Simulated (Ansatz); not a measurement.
Ideal-gas functions of `NC(Cl)=[Se]` at 298.15 K and 1 bar, from an Ansatz frequency run at PBE0-D4/def2-TZVP.

Molar mass 142.45 g/mol, point group Cs (symmetry number 1), electronic degeneracy 1, moments of inertia 68.878, 251.145, 320.023 u Å². Harmonic wavenumbers (cm⁻¹, unscaled): 255, 368, 372, 524, 558, 573, 806, 1216, 1407, 1622, 3591, 3727.

Use S(trans) = R[1.5 ln M + 2.5 ln T − 1.1517]; rotational temperatures θ = 24.2544 K / I; S(rot) = R[ln(√π/σ · √(T³/θAθBθC)) + 1.5]; for each mode x = 1.438777 ν̃/T, S = R[x/(eˣ − 1) − ln(1 − e⁻ˣ)] and H = RT x/(eˣ − 1); 1 cm⁻¹ = 0.0119627 kJ/mol; R = 8.31446 J/(mol·K).

By hand: the entropy, in J/(mol·K).

Translation 170.7. Rotation: θ = 0.3521, 0.0966, 0.0758 K, giving 113.1. Vibration, mode by mode: 7.10, 4.55, 4.48, 2.51, 2.21, 2.09, 0.85, 0.16, 0.07, 0.03, 0.00, 0.00, in all 24.1. Electronic 0.0. Sum 307.9 J/(mol·K).

By hand: H − E and G − E in kJ/mol, counted from the electronic energy.

Zero-point energy ½ × 15019 × 0.0119627 = 89.8; thermal vibration 4.8; translation, rotation and pV give 4 RT = 9.9. H − E = 104.5 kJ/mol, and G − E = 104.5 − 298.15 × 307.9/1000 = 12.7 kJ/mol.

Vibration gives 8 % of the entropy. The sum counts one conformer and one mirror image; others add a mixing term.
